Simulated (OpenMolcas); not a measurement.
# neutral scandium: input and output

Input:

```
&GATEWAY
Coord
1

Sc 0.0 0.0 0.0
Basis=ANO-L-VDZP
Group=XYZ
NoMove
AngMom=0.0 0.0 0.0
AMFI
&SEWARD
&RASSCF
FileOrb=start.orb
Symmetry=1
Spin=2
nActEl=3 0 0
Inactive=3 6
Ras2=6 0
CIRoot=29 29 1
SDav=70
CIMx=300
Iter=120 100
PrWF=0.3
OrbListing=Nothing
MaxOrb=0
Atom
>>> COPY $Project.JobIph JOB001
&RASSCF
FileOrb=start.orb
Symmetry=1
Spin=4
nActEl=3 0 0
Inactive=3 6
Ras2=6 0
CIRoot=20 20 1
SDav=20
CIMx=300
Iter=120 100
PrWF=0.3
OrbListing=Nothing
MaxOrb=0
Atom
CIOnly
>>> COPY $Project.JobIph JOB002
&RASSI
NrOfJobIphs=2 29 10
1 2 3 4 5 6 7 8 9 10 11 12 13 14 15 16 17 18 19 20 21 22 23 24 25 26 27
28 29
1 2 3 4 5 6 7 8 9 10
IphNames
JOB001
JOB002
EJob
SpinOrbit
DIPRint=1.0
SOCoupling=1000.0
Subsets=2
MEES
Property=10
'ANGMOM' 1 'ANGMOM' 2 'ANGMOM' 3 'MLTPL  1' 1 'MLTPL  1' 2 'MLTPL  1' 3
'AMFI' 1 'AMFI' 2 'AMFI' 3 'MLTPL  2' 6
SOProperty=3
'ANGMOM' 1 'ANGMOM' 2 'ANGMOM' 3
```

Launched by
```bash
OMP_NUM_THREADS=1 MOLCAS_MEM=2252 MOLCAS_PROJECT=a pymolcas a.inp > a.log  # once for each step of the input, in one work folder
```

A driver script runs the steps one by one and writes start.orb anew before each from the orbitals found so far, so a CI-only block uses the converged orbitals of the first block.

Output, cut to the results:

```
--- SEWARD ---
Basis set label: SC.ANO-L...5S4P2D1F.

      Electronic valence basis set:
      ------------------
      Associated Effective Charge  21.000000 au
      Associated Actual Charge     21.000000 au
      Nuclear Model: Point charge

      Shell  nPrim  nBasis  Cartesian Spherical Contaminant
         s      21       5        X
         p      15       4        X
         d      10       2                 X
         f       6       1                 X
                  Atomic mean-field integrals
--- RASSCF ---
Wave function specifications:
      -----------------------------

      Number of closed shell electrons          18
      Number of electrons in active shells       3
      Max number of holes in RAS1 space          0
      Max nr of electrons in RAS3 space          0
      Number of inactive orbitals                9
      Number of active orbitals                  6
      Number of secondary orbitals              19
      Spin quantum number                      0.5
      State symmetry                             1
Orbital specifications:
      -----------------------

      Symmetry species                           1   2
                                                ag  au
      Frozen orbitals                            0   0
      Inactive orbitals                          3   6
      Active orbitals                            6   0
      RAS1 orbitals                              0   0
      RAS2 orbitals                              6   0
      RAS3 orbitals                              0   0
      Secondary orbitals                         6  13
      Deleted orbitals                           0   0
      Number of basis functions                 15  19
      Number of CSFs                            70
      Number of root(s) required                29
      Iter CI   SX   CI       RASSCF       Energy    max ROT     max BLB   max BLB  Level Ln srch  Step   QN
          iter iter root      energy       change     param      element    value   shift minimum  type update
 Nr of preliminary CI iterations:   1
        1   1    5    0  -759.65220297    0.00E+00  -5.37E-02    3  10 1 -1.71E-02*  0.32   0.00    SX    NO
        2   1    5    0  -759.65597441   -3.77E-03*  1.39E-02    4  11 2  8.80E-03*  0.35   0.00    SX    NO
        3   1    4    0  -759.65658283   -6.08E-04* -9.20E-03    9  10 1 -6.32E-03*  0.35   0.00    SX    NO
        4   1    4    0  -759.65682994   -2.47E-04*  6.17E-03    9  10 1 -4.79E-03*  0.36   0.00    SX    NO
        5   1    4    0  -759.65693845   -1.09E-04*  8.88E-03    9  10 1 -3.48E-03*  0.36   2.50    LS   YES
        6   1    4    0  -759.65701919   -8.07E-05*  3.69E-03    9  10 1 -1.57E-03*  0.36   1.42    LS   YES
        7   1    4    0  -759.65702647   -7.28E-06*  1.07E-03    9  10 1 -7.75E-04*  0.36   0.97    QN   YES
        8   1    4    0  -759.65702894   -2.46E-06*  1.05E-03    9  10 1 -4.05E-04*  0.36   1.98    LS   YES
        9   1    4    0  -759.65702982   -8.80E-07*  1.57E-04    4   8 2  6.73E-05   0.36   1.09    QN   YES
       10   1    3    0  -759.65702983   -1.19E-08* -3.71E-06    4   8 2  1.17E-05   0.36   1.07    QN   YES
       11   1    3    0  -759.65702983   -3.05E-10   2.64E-06    4   8 2  2.47E-06   0.36   1.22    QN   YES
      Convergence after 11 iterations
       12   1    3    0  -759.65702983   -1.43E-11   2.64E-06    4  11 2  8.80E-08   0.36   1.22    QN   YES
      Natural orbitals and occupation numbers for root  1
      sym 1:   0.977388   0.015986   0.024982   0.025957   0.002838   1.952850
      Natural orbitals and occupation numbers for root  2
      sym 1:   0.024693   0.017977   0.002111   0.979515   0.023907   1.951798
      Natural orbitals and occupation numbers for root  3
      sym 1:   0.026163   0.014011   0.975058   0.003816   0.026953   1.953999
::    RASSCF root number  1 Total energy:   -759.71364724
::    RASSCF root number  2 Total energy:   -759.71364724
::    RASSCF root number  3 Total energy:   -759.71364724
::    RASSCF root number  4 Total energy:   -759.71364724
::    RASSCF root number  5 Total energy:   -759.71364724
::    RASSCF root number  6 Total energy:   -759.66271471
::    RASSCF root number  7 Total energy:   -759.66271471
::    RASSCF root number  8 Total energy:   -759.66271471
::    RASSCF root number  9 Total energy:   -759.66271471
::    RASSCF root number 10 Total energy:   -759.66271471
::    RASSCF root number 11 Total energy:   -759.66271471
...
--- RASSI ---
SPIN-FREE ENERGIES:
  (Shifted by EMIN (a.u.) =       -759.7136472437)

 SF State       Relative EMIN(au)   Rel lowest level(eV)    D:o, cm**(-1)      L_eff

     1             0.0000000000        0.0000000000              0.0000         2.0
     2             0.0000000000        0.0000000000              0.0000         2.0
     3             0.0000000000        0.0000000000              0.0000         2.0
     4             0.0000000000        0.0000000000              0.0000         2.0
     5             0.0000000000        0.0000000000              0.0000         2.0
    30             0.0180857856        0.4921392970           3969.3711         3.0
    31             0.0180857856        0.4921392970           3969.3711         3.0
    32             0.0180857856        0.4921392970           3969.3711         3.0
    33             0.0180857856        0.4921392970           3969.3711         3.0
    34             0.0180857856        0.4921392970           3969.3711         3.0
    35             0.0180857856        0.4921392970           3969.3711         3.0
    36             0.0180857856        0.4921392970           3969.3711         3.0
     6             0.0509325345        1.3859448696          11178.3992         3.0
     7             0.0509325345        1.3859448696          11178.3992         3.0
     8             0.0509325345        1.3859448696          11178.3992         3.0
     9             0.0509325345        1.3859448696          11178.3992         3.0
    10             0.0509325345        1.3859448696          11178.3992         3.0
    11             0.0509325345        1.3859448696          11178.3992         3.0
    12             0.0509325345        1.3859448696          11178.3992         3.0
    37             0.0574119635        1.5622591129          12600.4695         1.0
    38             0.0574119635        1.5622591129          12600.4695         1.0
...
```

Levels above the lowest, from the spin-orbit matrix, grouped by J:

| Configuration | Term | J | E (cm⁻¹) | Measured (cm⁻¹) | g | Term weight % |
| --- | --- | --- | --- | --- | --- | --- |
| 3d 4s² | ²D | 3/2 | 0.0 | 0.0 | 0.800 | 100 |
| 3d 4s² | ²D | 5/2 | 136 | 168 | 1.200 | 100 |
| 3d² 4s | ⁴F | 3/2 | 3937 | 11520 | 0.399 | 100 |
| 3d² 4s | ⁴F | 5/2 | 3984 | 11558 | 1.029 | 100 |
| 3d² 4s | ⁴F | 7/2 | 4051 | 11610 | 1.239 | 100 |
| 3d² 4s | ⁴F | 9/2 | 4136 | 11677 | 1.334 | 100 |
| 3d² 4s | ²F | 5/2 | 11183 | 14926 | 0.857 | 100 |
| 3d² 4s | ²F | 7/2 | 11317 | 15042 | 1.143 | 100 |
| 3d² 4s | ⁴P | 1/2 | 12635 |  | 2.671 | 100 |
| 3d² 4s | ⁴P | 3/2 | 12662 |  | 1.734 | 100 |
| 3d² 4s | ⁴P | 5/2 | 12705 |  | 1.600 | 100 |
| 3d² 4s | ²D | 3/2 | 13907 |  | 0.800 | 100 |
| 3d² 4s | ²D | 5/2 | 13920 |  | 1.202 | 100 |
| 3d² 4s | ²G | 7/2 | 17387 |  | 0.889 | 100 |
| 3d² 4s | ²G | 9/2 | 17387 |  | 1.111 | 100 |
| 3d² 4s | ²P | 1/2 | 19117 |  | 0.666 | 100 |
| 3d² 4s | ²P | 3/2 | 19175 |  | 1.334 | 100 |

Against the 7 measured excited levels shown (NIST Handbook of Basic Atomic Spectroscopic Data) the mean absolute deviation is 5400 cm-1; the largest miss in energy is 3d² 4s ⁴F_3/2: computed 3937, measured 11520 cm⁻¹ (-65.8 %).

Without dynamic correlation excited terms often stand tens of per cent too high (terms of higher spin than the ground term too low), and those without a measured partner can miss by more than the paired ones. Terms from blocks run as CI alone lack orbitals of their own. A single d shell beside an s shell can misplace configurations of different d count against each other. Computed and measured levels are paired by configuration, term and J; levels that our copy of the source lacks, or whose pairing is in doubt (as where it misses far off the trend of its configuration), stay unpaired and out of the deviations. Only configurations of the active space appear. The first state left out of the spin-orbit step lies near 29000 cm-1 above the lowest spin-free state of the reference (among the parities and spins computed), and the list stops at four fifths of that energy or lower.

The RASSCF and RASSI steps took 23 s on 1 thread of Arm Neoverse V1 (shared host); the integral step is not counted.

The term weight is that of the spin-free term in the level, not the purity of its configuration.
